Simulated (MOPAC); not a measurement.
MOPAC input (AM1):

```
AM1 PRECISE GNORM=0.05 LET XYZ CHARGE=-1 UHF MS=0.5 GEO-OK AUX(PRECISION=9) THREADS=1
FO2V

V    -0.05181100 1    0.01087000 1   -0.03127600 1
O    -1.23871000 1   -1.12011000 1   -0.12892600 1
O    -0.29708700 1    1.44233200 1   -0.79817900 1
F     1.49756000 1   -0.31419900 1    0.90402200 1
```

From its output:

```
          Parameters for some elements are missing

           Empirical Formula: O2 V F  =     4 atoms

 ******************************************************************************
 *                                                                            *
 *     Error and normal termination messages reported in this calculation     *
 *                                                                            *
 * Parameters for some elements are missing                                   *
 * JOB ENDED NORMALLY                                                         *
 *                                                                            *
 ******************************************************************************

 == MOPAC DONE ==
```

The input was rejected before any calculation.

The geometry given is a B3LYP-D3(BJ)/def2-TZVP minimum.
